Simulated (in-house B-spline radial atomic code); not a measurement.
Ionising La7+ with different functionals

Computed with an all-electron radial atomic-structure program (B-spline basis): four-component Dirac-Coulomb Hamiltonian, Fermi nucleus of rms radius 4.855 fm, spin-restricted, spherical fractional occupations for the functionals. The ionisation energy is the difference of two self-consistent energies, [Kr] 4d10 5s2 5p2 → [Kr] 4d10 5s2 5p1, without Breit or QED terms; ε is the level of the shell that loses the electron (mean over j). The electron is taken from both j subshells in proportion to 2j + 1, so the result is a j average, not the step between ground levels.

Hybrids are left out here: with spherical fractional occupations of an open shell their exact exchange keeps a self-interaction that integer-occupation calculations don't have.

```tsv
method	rung	ΔSCF (eV)	-ε(5p) (eV)
LDA VWN5	LDA	104.25	97.22
relativistic LDA	LDA	?	?
LDA PW92	LDA	104.25	97.22
LDA exchange-only	LDA	102.63	95.60
PBE	GGA	103.73	96.76
PBEsol	GGA	103.83	96.86
BLYP	GGA	103.76	96.73
RPBE	GGA	103.56	96.63
PW91	GGA	103.89	96.91
BP86	GGA	?	?
AM05	GGA	103.83	96.86
OLYP	GGA	103.60	96.71
```

Problem. What does BP86 give?

Solution. ΔSCF 103.96 eV, and -ε(5p) = 96.98 eV.

Problem. What does relativistic LDA give?

Solution. ΔSCF 104.19 eV, and -ε(5p) = 97.16 eV.

Problem. How do they compare with the NIST value?

Solution. NIST lists 105 eV ± 2.1 (tabulated theory, ground level to ground level). Errors run from -2.37 to -0.75 eV; all lie within about twice that uncertainty, so the table can't rank the methods.
